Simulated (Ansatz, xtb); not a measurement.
Stretching the Ge3–H4 bond in BeFGeH3 (SMILES [F][Be][GeH3]) (multiplicity 1 held, fragments rigid). Energies count from the point at 1.542 Å.
Geometry at that point (charge 0, multiplicity 1):
```xyz
6

Be    -0.347     0.988    -0.897
F     -0.692     1.971    -1.789
Ge     0.205    -0.584     0.530
H      1.108    -1.659    -0.108
H      0.975    -0.026     1.744
H     -1.028    -1.321     1.092
```

Restricted levels (R-, RO-) in cc, def2 and unpolarised 6-31G sets keep to the state of the molecule at rest. Unrestricted levels (U-) break spin symmetry where that is lower. Curves can end on different states.

The values were computed with Ansatz (Gaussian orbitals); xtb for the GFN methods.  The GFN methods have no spin term and hold the electronic entropy of 300 K.

Problem. One of these levels gives 376.8 kJ/mol for the energy at R = 4.936 Å. Which?
(A) R-wB97X-V/cc-pVTZ
(B) R-PBE/cc-pVTZ
(C) GFN2-xTB
(D) U-B3LYP/cc-pVTZ

Solution. C, GFN2-xTB. The others give 451.9 (R-PBE/cc-pVTZ), 348.4 (U-B3LYP/cc-pVTZ), 621.1 (R-wB97X-V/cc-pVTZ)

Doubts at one or more of the structures used: a restricted determinant that unrestricted orbitals would lower (R-PBE/cc-pVTZ, R-wB97X-V/cc-pVTZ); a spin-contaminated determinant (U-B3LYP/cc-pVTZ).

Ansatz is an electronic-structure program.
